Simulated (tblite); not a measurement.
Species: C6H12O2Si.
Numbering: `[CH3:1][C:2](=[O:3])[O:4][C@H:5]1[CH2:6][CH2:7][SiH2:8][CH2:9]1` (hydrogens: H10, H11, H12 on C1; H13 on C5; H14, H15 on C6; H16, H17 on C7; H18, H19 on Si8; H20, H21 on C9)

Structure used (GFN2-xTB), in Å, numbered top down from 1:
```xyz
21
C6H12O2Si angstrom
C      3.4664   -0.1888   -0.8577
C      2.1304   -0.7326   -0.4159
O      1.9515   -1.8296    0.0448
O      1.1664    0.1665   -0.6136
C     -0.1716   -0.1987   -0.2474
C     -0.4201    0.0348    1.2438
C     -1.9131   -0.1626    1.5016
Si    -2.7633    0.5997   -0.0255
C     -1.1528    0.6528   -1.0441
H      4.2413   -0.9241   -0.6650
H      3.6798    0.7301   -0.3176
H      3.4287    0.0420   -1.9195
H     -0.3053   -1.2644   -0.4711
H     -0.1286    1.0610    1.4802
H      0.1921   -0.6417    1.8427
H     -2.1314   -1.2287    1.5713
H     -2.2006    0.2807    2.4527
H     -3.7801   -0.2733   -0.6154
H     -3.3038    1.9394    0.2199
H     -1.2423    0.2896   -2.0655
H     -0.7525    1.6650   -1.0992
```

Computed values, GFN2-xTB/tblite, gas phase, harmonic and unscaled. This tight-binding method is rough: wavenumbers can miss measured ones by several per cent, in bad cases by 10 to 20. Modes of hydrogen on silicon can be 10 to 20 % off. One conformer, not necessarily the lowest. The optimisation stopped once no atom felt more than 0.01 eV/Å.

Lowest wavenumbers of the output (negative numbers stand for imaginary wavenumbers):
```
mode    cm-1
  1     -31.6
  2      41.4
  3      72.2
  4      93.2
  5     143.6
  6     211.9
  7     283.3
  8     346.1
  9     411.1
 10     450.3
```

Problem. Is this structure a minimum?

Solution. Not by this Hessian. 1 mode is imaginary beyond 20i (32i cm⁻¹), so at this level the point lies at or near a first-order saddle. The curvature is small, so loose convergence or finite differences may be the whole cause.

Problem. Which atoms move in the imaginary mode?

Solution. 32i: H11 (methyl hydrogen) 35 %, H12 (methyl hydrogen) 35 %, H10 (methyl hydrogen) 25 %. These are shares of the mass-weighted motion.

Problem. What is the remedy?

Solution. Step along that mode in both directions, optimise again with tighter thresholds and repeat the frequencies. The zero-point energy of this point (104.8 kcal/mol) counts the 56 real modes alone, and thermal corrections from it aren't those of a minimum.
